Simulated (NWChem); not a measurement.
System meant: CH$_{4}$Ge, singlet; SMILES [CH3][GeH]

The following NWChem deck was run.

```
start job
memory heap 200 mb stack 900 mb global 1100 mb
geometry units angstroms noautoz
  Ge     0.037340    -0.451655    -0.000441
  H     -1.581719    -0.526574     0.000720
  C      0.035589     1.557346    -0.000434
  H      1.053324     1.992299    -0.004245
  H     -0.519328     1.927105     0.890182
  H     -0.527740     1.929486    -0.884606
end
basis spherical
  * library def2-svp
end
dft
  odft
  mult 2
  xc pbe0
  iterations 150
  mulliken
end
task dft energy
```

End of the output:

```
 Summary of "ao basis" -> "" (spherical)
 ------------------------------------------------------------------------------
       Tag                 Description            Shells   Functions and Types
 ---------------- ------------------------------  ------  ---------------------
 *                          def2-svp                  on all atoms

                                 NWChem DFT Module
                                 -----------------

 Summary of "ao basis" -> "ao basis" (spherical)
 ------------------------------------------------------------------------------
       Tag                 Description            Shells   Functions and Types
 ---------------- ------------------------------  ------  ---------------------
 Ge                         def2-svp                12       32   5s4p3d
 H                          def2-svp                 3        5   2s1p
 C                          def2-svp                 6       14   3s2p1d

 Summary of "ao basis" -> "ao basis" (spherical)
 ------------------------------------------------------------------------------
       Tag                 Description            Shells   Functions and Types
 ---------------- ------------------------------  ------  ---------------------
 Ge                         def2-svp                12       32   5s4p3d
 H                          def2-svp                 3        5   2s1p
 C                          def2-svp                 6       14   3s2p1d

  number of electrons :                   42
  multiplicity        :                    2
 ------------------------------------------------------------------------
  no. of electrons and multiplicity not compatible                  42
 ------------------------------------------------------------------------
 ------------------------------------------------------------------------
  current input line :
    21: task dft energy
 ------------------------------------------------------------------------
 ------------------------------------------------------------------------
 There is an error in the input file
 ------------------------------------------------------------------------
 For more information see the NWChem manual at https://nwchemgit.github.io

0: no. of electrons and multiplicity not compatible:Received an Error in Communication
```

What is wrong, and how is it mended?

The input was rejected before any calculation. Cause: the multiplicity doesn't fit the number of electrons (an even count wants an odd multiplicity, and the reverse). This input runs:
```
start job
memory heap 200 mb stack 900 mb global 1100 mb
geometry units angstroms noautoz
  Ge     0.037340    -0.451655    -0.000441
  H     -1.581719    -0.526574     0.000720
  C      0.035589     1.557346    -0.000434
  H      1.053324     1.992299    -0.004245
  H     -0.519328     1.927105     0.890182
  H     -0.527740     1.929486    -0.884606
end
basis spherical
  Ge library def2-svp
  H library def2-svp
  C library def2-svp
end
dft
  xc pbe0
  iterations 150
  mulliken
end
task dft energy
```
It converges to -2116.86114 Ha (PBE0/def2-SVP).
